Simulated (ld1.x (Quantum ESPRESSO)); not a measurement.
The numbers below are computed, except where a source is named.
Potentials for antimony (Sb) compared

Generated with ld1.x 7.5 (TM, RRKJ, ultrasoft, PAW), atompaw 4.2 or ONCVPSP 4.0.1. The cutoff is in Ry: for ld1.x and atompaw files where the sum of valence levels is converged to 10 mRy in a Bessel basis, for ONCV files where the hardest occupied wave has 1 mHa per electron of residual kinetic energy. The error is the largest all-electron minus pseudo excitation energy over each file’s own four to seven test configurations (ionisations up to +4, promotions, holes and added fractions of an electron), all of which were solved. The labels leave out finer settings (local radius, basis sizes, second energies), which also bear on the numbers. Spin-polarised tests are not counted. The rows are a selection from randomly drawn settings: files with unsolved tests, undetermined cutoffs or missed reference levels are left out.

A true bound ghost makes a file unfit for plane-wave use even where its test errors are small: the radial tests pick states by their node count and pass the ghost by.

| potential | cutoff (Ry) | largest error (meV) | bound ghosts |
| --- | --- | --- | --- |
| TM, PBE, scalar-relativistic, rc 1.85/1.85 (sp), local s, core correction yes, reference 5s2 5p3 | 30 | -499 | none |
| TM, BLYP, scalar-relativistic, rc 1.50/1.70 (sp), local s, core correction yes, reference 5s2 5p1 | 55 | -220 | p |
| TM semilocal, LDA (PZ), scalar-relativistic, rc 1.55/2.40 (sp), local s, core correction yes, reference 5s2 5p3 | 45 | -120 | none |
| ultrasoft, LDA (PZ), fully relativistic, rc 1.85/2.00/2.00 (spd), local smoothed, core correction no, reference 5s2 5p2 | 10 | +399 | s, p3/2, d3/2 |
| TM, PBE, fully relativistic, rc 1.55/2.00/1.60 (spd), local s, core correction yes, reference 4d10 5s2 5p2 | 90 | -19 | none |
| TM, PBE, scalar-relativistic, rc 1.85/2.40/2.55 (spd), local p, core correction no, reference 5s2 5p2.75 | 25 | +35 | none |

Task: Fill in the row for Sb: PAW, PBE, scalar-relativistic, rc 1.75/2.15/1.00 (spd), local smoothed, core correction yes, reference 4d10 5s2 5p1.

Result: cutoff 120 Ry, largest error -26 meV, bound ghosts: none.
